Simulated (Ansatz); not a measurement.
A nudged elastic band was laid between two geometries of AlH4N + BrH (8 atoms, charge 0, multiplicity 1).

These are results of RHF/def2-SVP in Ansatz, not measurements.

| Quantity | Value |
| --- | --- |
| movable images | 9 |
| climbing image | yes |
| spring | 5.0 eV/Å² |
| optimiser | quadratic models (default) |
| start path | through a guess of the saddle point |
| force threshold | 0.05 eV/Å |
| iteration limit | 60 |
| end points | relaxed |

Initial state:

```xyz
8
Properties=species:S:1:pos:R:3
Al -0.120 -0.229 -0.183
H -0.160 -0.712 1.323
H 1.218 0.177 -0.913
N -1.621 -0.277 -1.119
H -2.518 -0.544 -0.760
H -1.708 -0.015 -2.082
Br -0.060 2.930 1.560
H -0.052 2.174 2.749
```

Final state:

```xyz
8
Properties=species:S:1:pos:R:3
Al -0.086 0.752 -0.629
H -0.198 -0.225 2.808
H 1.259 -0.045 -0.601
N -1.594 0.020 -1.159
H -1.688 -0.933 -1.456
H -2.482 0.482 -1.204
Br -0.126 2.937 -0.006
H -0.106 0.516 2.821
```

(1) Which bonds break or form, and what moves?

(2) What energy profile does the band end with?

(3) What is the geometry of the highest image?

## Answers

(1) Bonds broken: Al1–H2, Br7–H8. Bonds formed: Al1–Br7, H2–H8. AlH4N + BrH becomes AlBrH3N + H2.

(2) It converged. The highest image is number 4 of 0 to 10, 67.6 kJ/mol above the first end and 197.5 kJ/mol above the last; the last end lies 129.9 kJ/mol below the first. The profile has 2 maxima (images 4, 8) with wells between them (image 6): this band takes more than one step, which may be the mechanism or a detour left from its start path. Neighbouring images differ by up to 1.7 eV, so the band resolves the path poorly. A vibrational analysis at the climbing image gives one clearly imaginary mode, 1266i cm⁻¹: a first-order saddle point. The orbitals stay closed-shell, which can raise the energy where a bond breaks towards radicals; this wasn't checked here.

| image | path coordinate (Å) | energy (kJ/mol) | Al1–H2 (Å) | Br7–H8 (Å) | Al1–Br7 (Å) |
| --- | --- | --- | --- | --- | --- |
| 0 | 0.00 | 0.0 | 1.58 | 1.41 | 3.61 |
| 1 | 0.50 | 1.6 | 1.58 | 1.41 | 3.53 |
| 2 | 0.99 | 8.5 | 1.58 | 1.41 | 3.41 |
| 3 | 1.49 | 29.0 | 1.60 | 1.43 | 3.10 |
| 4 | 1.99 | 67.6 | 1.67 | 1.62 | 2.75 |
| 5 | 3.00 | -94.5 | 2.18 | 2.53 | 2.32 |
| 6 | 4.01 | -126.2 | 2.79 | 3.24 | 2.28 |
| 7 | 5.03 | -109.6 | 3.27 | 3.69 | 2.28 |
| 8 | 6.04 | -97.8 | 3.21 | 3.91 | 2.28 |
| 9 | 7.06 | -125.4 | 3.28 | 4.18 | 2.27 |
| 10 | 8.07 | -129.9 | 3.58 | 3.72 | 2.27 |

(3) 
```xyz
8
Properties=species:S:1:pos:R:3
Al -0.085 0.238 -0.065
H -0.172 -0.139 1.563
H 1.346 0.239 -0.693
N -1.585 -0.103 -0.926
H -2.485 -0.240 -0.507
H -1.681 -0.062 -1.923
Br -0.172 2.576 1.384
H -0.188 0.995 1.742
```

The run took 7 min on 1 thread of Arm Neoverse V1, with other jobs on the host, peak memory 0.17 GiB.
